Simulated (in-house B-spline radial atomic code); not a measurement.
Response of Al II (Al+) as one setting changes: the radius of a hard wall (bohr). Method: PBE. A dash marks a strongly mixed or unbound state. A box has no continuum, so excitations may lie above minus the highest level. Computed with a B-spline radial code for spherical atoms: linear response of the closed shell [Ne] 3s2 with the functional's adiabatic kernel; non-relativistic, point nucleus, no spin-orbit coupling, no double excitations, S, P, D and F terms only.

| radius of a hard wall (bohr) | lowest 1P (eV) | lowest 3P, Tamm-Dancoff (eV) | minus highest occupied level (eV) | α (bohr³) |
| --- | --- | --- | --- | --- |
| 2.5 | 3s → 3p 14.346 | 3s → 3p 8.600 | -11.404 | 3.935 |
| 3 | 3s → 3p 12.398 | 3s → 3p 7.315 | 2.175 | 6.321 |
| 3.5 | ? | ? | ? | ? |
| 4 | 3s → 3p 9.726 | 3s → 3p 5.599 | 11.450 | 12.19 |
| 4.5 | 3s → 3p 8.945 | 3s → 3p 5.143 | 13.036 | 15.13 |
| 5.5 | ? | ? | ? | ? |
| 6.5 | 3s → 3p 7.637 | 3s → 3p 4.488 | 14.669 | 22.57 |
| 8 | 3s → 3p 7.421 | 3s → 3p 4.414 | 14.773 | 24.01 |
| 10 | 3s → 3p 7.366 | 3s → 3p 4.401 | 14.784 | 24.29 |
| 15 | 3s → 3p 7.360 | 3s → 3p 4.400 | 14.785 | 24.31 |

(1) What belongs in the row for 3.5?

(2) What belongs in the row for 5.5?

## Answers

(1) lowest 1P (eV): 3s → 3p 10.844; lowest 3P, Tamm-Dancoff (eV): 3s → 3p 6.295; minus highest occupied level (eV): 8.383; α (bohr³): 9.158.

(2) lowest 1P (eV): 3s → 3p 8.044; lowest 3P, Tamm-Dancoff (eV): 3s → 3p 4.668; minus highest occupied level (eV): 14.317; α (bohr³): 19.86.
